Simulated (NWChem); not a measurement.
System: water (H2O); SMILES O

Output (shortened):

```
             Northwest Computational Chemistry Package (NWChem) 7.3.0
             --------------------------------------------------------

                             Geometry "geometry" -> ""
                             -------------------------

 Output coordinates in angstroms (scale by  1.889725989 to convert to a.u.)

  No.       Tag          Charge          X              Y              Z
 ---- ---------------- ---------- -------------- -------------- --------------
    1 O                    8.0000     0.00000000     0.00000000     0.13261800
    2 H                    1.0000     0.76261800     0.00000000    -0.46464200
    3 H                    1.0000    -0.76261800     0.00000000    -0.46464200

 Effective nuclear repulsion energy (a.u.)       9.0877031316

                              NWChem Property Module
                              ----------------------

  itol2e modified to match energy
  convergence criterion.

                                 NWChem DFT Module
                                 -----------------

 Summary of "ao basis" -> "ao basis" (spherical)
 ------------------------------------------------------------------------------
       Tag                 Description            Shells   Functions and Types
 ---------------- ------------------------------  ------  ---------------------
 O                          def2-svp                 6       14   3s2p1d
 H                          def2-svp                 3        5   2s1p

  itol2e modified to match energy
  convergence criterion.

            General Information
            -------------------
          SCF calculation type: DFT
          Wavefunction type:  closed shell.
          No. of atoms     :     3
          No. of electrons :    10
           Alpha electrons :     5
            Beta electrons :     5
          Charge           :     0
          Spin multiplicity:     1
          Use of symmetry is: off; symmetry adaption is: off
          Maximum number of iterations: 150
          AO basis - number of functions:    24
                     number of shells:    12
          Convergence on energy requested:  1.00D-07
          Convergence on density requested:  1.00D-05
          Convergence on gradient requested:  5.00D-04

              XC Information
              --------------
                         PBE0 Method XC Functional
                     Hartree-Fock (Exact) Exchange  0.250
          PerdewBurkeErnzerhof Exchange Functional  0.750
            Perdew 1991 LDA Correlation Functional  1.000 local
           PerdewBurkeErnz. Correlation Functional  1.000 non-local

             Grid Information
             ----------------
          Grid used for XC integration:  fine
          Radial quadrature: Mura-Knowles
          Angular quadrature: Lebedev.
          Tag              B.-S. Rad. Rad. Pts. Rad. Cut. Ang. Pts.
          ---              ---------- --------- --------- ---------
          O                   0.60       70           5.0       590
          H                   0.35       60           7.0       590
          Grid pruning is: on
          Number of quadrature shells:   190
          Spatial weights used:  Erf1

      Superposition of Atomic Density Guess
      -------------------------------------

 Sum of atomic energies:         -75.68971188

      Non-variational initial energy
      ------------------------------

 Total energy =     -75.837172
 1-e energy   =    -121.491816
 2-e energy   =      36.566941
 HOMO         =      -0.471363
 LUMO         =       0.087433

   convergence    iter        energy       DeltaE   RMS-Dens  Diis-err
 ---------------- ----- ----------------- --------- --------- ---------
 d= 0,ls=0.0,diis     1    -76.2391640571 -8.53D+01  2.55D-02  3.58D-01
 d= 0,ls=0.0,diis     2    -76.2374079373  1.76D-03  1.32D-02  4.31D-01
 d= 0,ls=0.0,diis     3    -76.2757405575 -3.83D-02  1.38D-03  5.70D-03
 d= 0,ls=0.0,diis     4    -76.2762482093 -5.08D-04  1.11D-04  3.90D-05
 d= 0,ls=0.0,diis     5    -76.2762516778 -3.47D-06  1.11D-05  1.88D-07
 d= 0,ls=0.0,diis     6    -76.2762516984 -2.06D-08  1.17D-06  6.67D-10

         Total DFT energy =      -76.276251698435
      One electron energy =     -122.902351093737
           Coulomb energy =       46.802909478888
    Exchange-Corr. energy =       -9.264513215198
 Nuclear repulsion energy =        9.087703131611

 Numeric. integr. density =       10.000000325751

                       DFT Final Molecular Orbital Analysis
                       ------------------------------------

 Vector    3  Occ=2.000000D+00  E=-5.254241D-01
              MO Center= -1.1D-11,  1.0D-12, -9.9D-02, r^2= 7.8D-01
   Bfn.  Coefficient  Atom+Function         Bfn.  Coefficient  Atom+Function
  ----- ------------  ---------------      ----- ------------  ---------------
     4      0.501771  1 O  px                15      0.328109  2 H  s
    20     -0.328109  3 H  s                  7      0.210523  1 O  px
    16      0.098828  2 H  s                 21     -0.098828  3 H  s
    19      0.027425  2 H  pz                24     -0.027425  3 H  pz

 Vector    4  Occ=2.000000D+00  E=-3.806762D-01
              MO Center= -2.8D-13,  8.3D-12,  2.1D-01, r^2= 6.8D-01
   Bfn.  Coefficient  Atom+Function         Bfn.  Coefficient  Atom+Function
  ----- ------------  ---------------      ----- ------------  ---------------
     6      0.544832  1 O  pz                 3      0.360259  1 O  s
     9      0.346986  1 O  pz                 2      0.218432  1 O  s
    15     -0.201394  2 H  s                 20     -0.201394  3 H  s
     1      0.109341  1 O  s                 16     -0.063702  2 H  s
    21     -0.063702  3 H  s                 17      0.026448  2 H  px

 Vector    5  Occ=2.000000D+00  E=-3.047070D-01
              MO Center=  1.3D-14, -1.1D-11,  1.1D-01, r^2= 5.9D-01
   Bfn.  Coefficient  Atom+Function         Bfn.  Coefficient  Atom+Function
  ----- ------------  ---------------      ----- ------------  ---------------
     5      0.634835  1 O  py                 8      0.493493  1 O  py
    18      0.031098  2 H  py                23      0.031098  3 H  py

 Vector    6  Occ=0.000000D+00  E= 6.258221D-02
              MO Center= -1.7D-10,  2.1D-12, -6.4D-01, r^2= 2.8D+00
   Bfn.  Coefficient  Atom+Function         Bfn.  Coefficient  Atom+Function
  ----- ------------  ---------------      ----- ------------  ---------------
     3      0.964017  1 O  s                 16     -0.824579  2 H  s
    21     -0.824579  3 H  s                  9     -0.344399  1 O  pz
     6     -0.243018  1 O  pz                 2      0.164514  1 O  s
    15     -0.116556  2 H  s                 20     -0.116556  3 H  s
     1      0.102208  1 O  s

 Vector    7  Occ=0.000000D+00  E= 1.411075D-01
              MO Center=  1.6D-10,  4.1D-13, -5.6D-01, r^2= 3.2D+00
   Bfn.  Coefficient  Atom+Function         Bfn.  Coefficient  Atom+Function
  ----- ------------  ---------------      ----- ------------  ---------------
    16      1.292539  2 H  s                 21     -1.292539  3 H  s
     7     -0.611883  1 O  px                 4     -0.364206  1 O  px
    15      0.109241  2 H  s                 20     -0.109241  3 H  s

 Vector    8  Occ=0.000000D+00  E= 5.744231D-01
              MO Center= -1.1D-10,  1.8D-13, -2.6D-01, r^2= 1.9D+00
   Bfn.  Coefficient  Atom+Function         Bfn.  Coefficient  Atom+Function
  ----- ------------  ---------------      ----- ------------  ---------------
    15      0.959135  2 H  s                 20     -0.959135  3 H  s
    16     -0.845315  2 H  s                 21      0.845315  3 H  s
     7     -0.373281  1 O  px                 4     -0.291330  1 O  px
    19     -0.111664  2 H  pz                24      0.111664  3 H  pz
    13      0.104058  1 O  d  1              17      0.043607  2 H  px

     Multipole analysis of the density
     ---------------------------------

     L   x y z        total         alpha         beta         nuclear
     -   - - -        -----         -----         ----         -------
     0   0 0 0     -0.000000     -5.000000     -5.000000     10.000000

     1   1 0 0      0.000000      0.000000      0.000000      0.000000
     1   0 1 0     -0.000000     -0.000000     -0.000000      0.000000
     1   0 0 1     -0.796853     -0.522827     -0.522827      0.248801

     2   2 0 0     -3.168350     -3.661057     -3.661057      4.153764
     2   1 1 0      0.000000      0.000000      0.000000      0.000000
     2   1 0 1     -0.000000     -0.000000     -0.000000      0.000000
     2   0 2 0     -5.220821     -2.610410     -2.610410      0.000000
     2   0 1 1      0.000000      0.000000      0.000000      0.000000
     2   0 0 2     -4.456376     -3.250378     -3.250378      2.044379

          -----------------------------------------
          Chemical Shielding Tensors (GIAO, in ppm)
          -----------------------------------------

                                NWChem CPHF Module
                                ------------------

  scftype          =     RHF
  nclosed          =        5
  nopen            =        0
  variables        =       95
  # of vectors     =        3
  tolerance        = 0.10D-03
  level shift      = 0.00D+00
  max iterations   =       50
  max subspace     =       30

 SCF residual:    5.0344964657325929E-006

Iterative solution of linear equations
  No. of variables       95
  No. of equations        3
  Maximum subspace       30
        Iterations       50
       Convergence  1.0D-04

   iter   nsub   residual    time
   ----  ------  --------  ---------
     1      3    1.56D-01       1.8
     2      6    1.30D-02       2.0
     3      9    3.86D-04       2.2
     4     12    1.41D-05       2.4

      Atom:    1  O
        Diamagnetic
    394.1902     -0.0000      0.0000
     -0.0000    362.4279      0.0000
      0.0000      0.0000    381.6777

        Paramagnetic
    -32.2312      0.0000     -0.0000
      0.0000    -43.0130     -0.0000
     -0.0000     -0.0000    -44.8314

        Total Shielding Tensor
    361.9590      0.0000     -0.0000
      0.0000    319.4149     -0.0000
     -0.0000     -0.0000    336.8463

           isotropic =     339.4067
          anisotropy =      33.8284

          Principal Components and Axis System
                 1           2           3
              361.9590    336.8463    319.4149

      1         1.0000      0.0000     -0.0000
      2         0.0000     -0.0000      1.0000
      3        -0.0000      1.0000      0.0000

      Atom:    2  H
        Diamagnetic
     37.8615     -0.0000     -7.3301
     -0.0000     23.3708      0.0000
     -7.3301      0.0000     30.8084

        Paramagnetic
      0.9316      0.0000     -0.4216
      0.0000      0.8369     -0.0000
     -0.4216     -0.0000      0.0359

        Total Shielding Tensor
     38.7930     -0.0000     -7.7517
     -0.0000     24.2076     -0.0000
     -7.7517     -0.0000     30.8443

           isotropic =      31.2816
          anisotropy =      18.3722

          Principal Components and Axis System
                 1           2           3
               43.5298     26.1075     24.2076

      1         0.8533      0.5214      0.0000
      2        -0.0000     -0.0000      1.0000
      3        -0.5214      0.8533      0.0000
```

Level: PBE0/def2-SVP, GIAO. Geometry: optimised at B3LYP/6-31G* (spherical d). No frequency run checked for a minimum. The printed shielding anisotropy is the first printed principal value minus the mean of the other two.

Problem. Reconstruct the input file.

Solution. This is not unique; one that fits is the input that was run:
```
start job
memory heap 200 mb stack 700 mb global 900 mb
geometry units angstroms noautosym nocenter noautoz
  O      0.000000     0.000000     0.132618
  H      0.762618     0.000000    -0.464642
  H     -0.762618     0.000000    -0.464642
end
basis spherical
  * library def2-svp
end
dft
  xc pbe0
  iterations 150
end
property
  shielding 2 1 2
end
task dft property
```
